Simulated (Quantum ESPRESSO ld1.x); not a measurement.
Question: The mean radii <r> (bohr) of the occupied orbitals of an atom or ion are listed with their occupations. Method: non-relativistic Kohn-Sham, LDA (Slater exchange, VWN5 correlation), spin-polarised, spherical densities, point nucleus; computed with ld1.x of Quantum ESPRESSO 7.5.

orbital  occ.     <r>
1s up       1  0.3327
1s down     1  0.3320
2s up       1   1.949
2s down     1   1.996
2p up       1   2.232

Name the element and its charge. Open shells, if any, are filled with parallel spins first.

Answer: Z = 5, boron, charge 0: B in [He] 2s2 2p1. The 1s radius gives Z: for a bare nucleus <r> = 1.5/Z, 0.3 bohr for Z = 5, and screening makes it slightly larger (0.3327 here). The occupations add up to 5, and the charge is Z minus that.
